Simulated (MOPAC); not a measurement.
Job for MOPAC: PM6 on H4N2OSi (a complex), monomers drawn apart or pushed together.

```
PM6 1SCF PRECISE CHARGE=0 THREADS=1
H4N2OSi

N      0.15313107 1    -0.64639390 1    -1.14563864 1
N      0.36035999 1    -0.46325078 1    -0.09117521 1
O      0.89971530 1     0.04405057 1     2.79308983 1
Si    -0.49424986 1     0.15789162 1     3.66750519 1
H      0.83248442 1    -0.12098399 1     1.84857864 1
H     -1.35441035 1     1.27005665 1     3.18977974 1
H     -0.08460580 1     0.40944060 1     5.06332706 1
H     -1.29155314 1    -1.09283330 1     3.59740850 1
```

Program output:

```
*******************************************************************************
 **                                                                           **
 **                              MOPAC v23.2.5                                **
 **                                                                           **
 *******************************************************************************
 ** MOPAC's Digital Object Identifier: https://doi.org/10.5281/zenodo.6511958 **
 **                                                                           **
 ** Please cite the open-source release paper for use of this MOPAC version:  **
 ** J. E. Moussa and J. J. P. Stewart (2026)                                  **
 ** MOPAC: An open-source semiempirical molecular orbital program             **
 ** J. Open Source Softw., 11(119), 8025, https://doi.org/10.21105/joss.08025 **
 *******************************************************************************

                              PM6 CALCULATION RESULTS

 *******************************************************************************
 *  PM6        - The PM6 Hamiltonian to be used
 *
 *
 *
 *                 CHARGE ON SYSTEM = 0
 *
 *
 *
 *  PRECISE    - TIGHTER CRITERIA TO BE USED
 *  1SCF       - DO 1 SCF AND THEN STOP
 *  THREADS=1  - MULTI-THREADING NOT USED
 *  T=         - A TIME OF 172800.0 SECONDS REQUESTED
 *  DUMP=N     - RESTART FILE WRITTEN EVERY 7200.0 SECONDS REQUESTED
 *******************************************************************************
PM6 1SCF PRECISE CHARGE=0 THREADS=1
 H4N2OSi

   ATOM   CHEMICAL          X               Y               Z
  NUMBER   SYMBOL      (ANGSTROMS)     (ANGSTROMS)     (ANGSTROMS)

     1       N          0.15313107  *  -0.64639390  *  -1.14563864  *
     2       N          0.36035999  *  -0.46325078  *  -0.09117521  *
     3       O          0.89971530  *   0.04405057  *   2.79308983  *
     4      Si         -0.49424986  *   0.15789162  *   3.66750519  *
     5       H          0.83248442  *  -0.12098399  *   1.84857864  *
     6       H         -1.35441035  *   1.27005665  *   3.18977974  *
     7       H         -0.08460580  *   0.40944060  *   5.06332706  *
     8       H         -1.29155314  *  -1.09283330  *   3.59740850  *



          CARTESIAN COORDINATES

    NO.       ATOM           X           Y           Z

     1         N          0.1531     -0.6464     -1.1456
     2         N          0.3604     -0.4633     -0.0912
     3         O          0.8997      0.0441      2.7931
     4        Si         -0.4942      0.1579      3.6675
     5         H          0.8325     -0.1210      1.8486
     6         H         -1.3544      1.2701      3.1898
     7         H         -0.0846      0.4094      5.0633
     8         H         -1.2916     -1.0928      3.5974

 General Reference for PM6:
 "Optimization of Parameters for Semiempirical Methods V: Modification of NDDO Approximations
 and Application to 70 Elements", J. J. P. Stewart, J. Mol. Mod., 13, 1173-1213 (2007)
 URL: https://link.springer.com/article/10.1007/s00894-007-0233-4

           Empirical Formula: H4 N2 O Si  =     8 atoms



      MOLECULAR POINT GROUP   :   Cs


      RHF CALCULATION, NO. OF DOUBLY OCCUPIED LEVELS = 12


 -------------------------------------------------------------------------------
 PM6 1SCF PRECISE CHARGE=0 THREADS=1
 H4N2OSi



     1SCF WAS SPECIFIED, SO BFGS WAS NOT USED
     SCF FIELD WAS ACHIEVED


                              PM6 CALCULATION
                                                       MOPAC v23.2.5 Linux




          FINAL HEAT OF FORMATION =        -23.86263 KCAL/MOL =     -99.84126 KJ/MOL


          COSMO AREA              =        128.13 SQUARE ANGSTROMS
          COSMO VOLUME            =        111.41 CUBIC ANGSTROMS

          IONIZATION POTENTIAL    =         11.052468 EV
          HOMO LUMO ENERGIES (EV) =        -11.052 -0.369
          NO. OF FILLED LEVELS    =         12
          MOLECULAR WEIGHT        =         76.1299         POINT GROUP:  Cs

          MOLECULAR DIMENSIONS (Angstroms)

            Atom       Atom       Distance
            H     7    N     1     6.30258
            O     3    H     6     2.50549
            H     8    O     3     2.10542


          SCF CALCULATIONS        =          1





   ATOM   CHEMICAL          X               Y               Z
  NUMBER   SYMBOL      (ANGSTROMS)     (ANGSTROMS)     (ANGSTROMS)

     1       N          0.15313107  *  -0.64639390  *  -1.14563864  *
     2       N          0.36035999  *  -0.46325078  *  -0.09117521  *
     3       O          0.89971530  *   0.04405057  *   2.79308983  *
     4      Si         -0.49424986  *   0.15789162  *   3.66750519  *
     5       H          0.83248442  *  -0.12098399  *   1.84857864  *
     6       H         -1.35441035  *   1.27005665  *   3.18977974  *
     7       H         -0.08460580  *   0.40944060  *   5.06332706  *
     8       H         -1.29155314  *  -1.09283330  *   3.59740850  *

                             CARTESIAN COORDINATES

   1    N        0.153131070    -0.646393900    -1.145638640
   2    N        0.360359990    -0.463250780    -0.091175210
   3    O        0.899715300     0.044050570     2.793089830
   4   Si       -0.494249860     0.157891620     3.667505190
   5    H        0.832484420    -0.120983990     1.848578640
   6    H       -1.354410350     1.270056650     3.189779740
   7    H       -0.084605800     0.409440600     5.063327060
   8    H       -1.291553140    -1.092833300     3.597408500


           Empirical Formula: H4 N2 O Si  =     8 atoms



      MOLECULAR POINT GROUP   :   Cs


                  EIGENVALUES
 -38.84654 -29.91688 -19.91598 -19.14120 -17.51839 -17.51772 -16.67797 -13.64161
 -13.39878 -13.27030 -11.08361 -11.05247  -0.36852  -0.36342   0.01776   0.88739
   1.00758   1.65287   2.11538   2.72189   3.03299   4.69339   4.70424   4.92309
   5.69095


              NET ATOMIC CHARGES AND DIPOLE CONTRIBUTIONS

  ATOM NO.   TYPE          CHARGE      No. of ELECS.   s-Pop       p-Pop       d-Pop
    1          N           0.044328        4.9557     1.78939     3.16628
    2          N          -0.032951        5.0330     1.77814     3.25481
    3          O          -0.597810        6.5978     1.66537     4.93244
    4         Si           0.271779        3.7282     1.16495     1.67000     0.89327
    5          H           0.367266        0.6327     0.63273
    6          H          -0.022688        1.0227     1.02269
    7          H          -0.007249        1.0072     1.00725
    8          H          -0.022676        1.0227     1.02268
 DIPOLE           X         Y         Z       TOTAL
 POINT-CHG.    -1.493    -0.232    -1.117     1.879
 HYBRID         0.797    -0.129    -0.869     1.187
 SUM           -0.696    -0.360    -1.986     2.135


          ATOMIC ORBITAL ELECTRON POPULATIONS

     Atom    s        px        py        pz      x^2-y^2     xz        z^2       yz        xy
    1  N   1.78939   0.99155   0.98982   1.18491
    2  N   1.77814   1.02388   1.02209   1.20884
    3  O   1.66537   1.72706   1.80413   1.40125
    4 Si   1.16495   0.43063   0.67894   0.56043   0.07883   0.15589   0.26156   0.06745   0.32954
    5  H   0.63273
    6  H   1.02269
    7  H   1.00725
    8  H   1.02268

 **********************
 *                    *
 * JOB ENDED NORMALLY *
 *                    *
 **********************




 == MOPAC DONE ==
```

The run finished.

Cost: around 0.020 core-seconds (rough).
